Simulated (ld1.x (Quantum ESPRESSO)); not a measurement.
# Sb: one change to an RRKJ potential, before and after

antimony (Sb), norm-conserving RRKJ (Kleinman–Bylander form), made with ld1.x (Quantum ESPRESSO) 7.5 (PBE, scalar-relativistic). Core [Kr] 4d10, reference 5s2 5p3. Waves: 5p (bound): rc 1.95 bohr; 5s (bound): rc 1.55 bohr. Local part: the s channel. Core correction: none.

Change: non-relativistic.

Cutoffs: the cutoffs (Ry, on a coarse ladder) from which the occupation-weighted sum of valence levels, in a spherical-Bessel basis at the reference potential, stays within 10 and 1 mRy of its value at 400 Ry; they do not see the model core or the augmentation charge, which bear on the density cutoff. Errors are all-electron minus pseudo energies relative to the spin-unpolarised reference configuration.

Problem. What does the change do?

Solution. The potential gets neither clearly harder nor softer (45 Ry and 90 Ry → 45 Ry and 100 Ry); of the 7 tests that both files solve, the error grows in 2 and shrinks in 3 by more than 15 % and 0.3 meV (median size 11.5 → 12.0 meV); neither file shows a bound ghost.

| quantity | base | changed |
| --- | --- | --- |
| cutoff, loose | 45 Ry | 45 Ry |
| cutoff, tight | 90 Ry | 100 Ry |
| bound ghosts | none | none |
| error for 5s2 5p2, meV [ΔE 8.32 → 8.37 eV] | -3.6 | -2.0 |
| error for 5s2 5p1, meV [ΔE 24.28 → 24.33 eV] | -11 | -3.9 |
| error for 5s2 5p0, meV [ΔE 48.70 → 48.65 eV] | +23 | +43 |
| error for 5s0 5p5, meV [ΔE 16.43 → 14.31 eV] | +61 | +78 |
| error for 5s1 5p0, meV [ΔE 92.99 → 91.33 eV] | +209 | +239 |
| error for 5s2 5p2.5, meV [ΔE 3.26 → 3.29 eV] | -1.0 | -0.5 |
| error for 5s1 5p4, meV [ΔE 8.11 → 7.08 eV] | +12 | +12 |
| s: phases at 2.14 bohr within 0.05 rad from the reference energy up to (Ry; the scan ends near 5) | 2.1 | 1.2 |
| p: phases at 2.14 bohr within 0.05 rad from the reference energy up to (Ry; the scan ends near 5) | to the end of the scan | to the end of the scan |
